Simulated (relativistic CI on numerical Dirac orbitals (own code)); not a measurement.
Radial Dirac CI calculation of Yb+: levels, rates and radial parameters.

Command:

```sh
python run_levels.py task.json out
```

Input:

```
atom Yb  Z=70  charge=1  electrons=69
nucleus A=174  rms_radius_fm=5.3108
hamiltonian dirac-coulomb  breit=on  qed=on  c_scale=1
orbitals kli  potential=per-configuration
slater_scale 0.85
correlation p86
mixing on
configurations
  [Xe] 4f14 6s
  [Xe] 4f13 6s2
  [Xe] 4f14 5d
  [Xe] 4f13 5d 6s
  [Xe] 4f14 6p
  [Xe] 4f13 5d2
  [Xe] 4f13 6s 6p
  [Xe] 4f13 5d 6p
  [Xe] 4f12 5d2 6s
  [Xe] 4f14 6d
  [Xe] 4f14 7s
  [Xe] 4f13 6p2
  [Xe] 4f12 5d 6s2
  [Xe] 4f13 5d 6d
  [Xe] 4f14 7p
  [Xe] 4f13 5d 5f
  [Xe] 4f13 6s 7s
  [Xe] 4f14 8s
  [Xe] 4f14 5f
  [Xe] 4f12 6s 6p2
end
```

Hardware: one thread of Intel Xeon Platinum 8259CL, on a shared host. Rates were computed among at most 500 levels.

Q: How large is the problem, and how long does it take?

A: 2041 determinants at the lowest M give 2041 levels; 229 SCF iterations in all; about 5.1 s of CPU and 0.18 GiB at the peak.
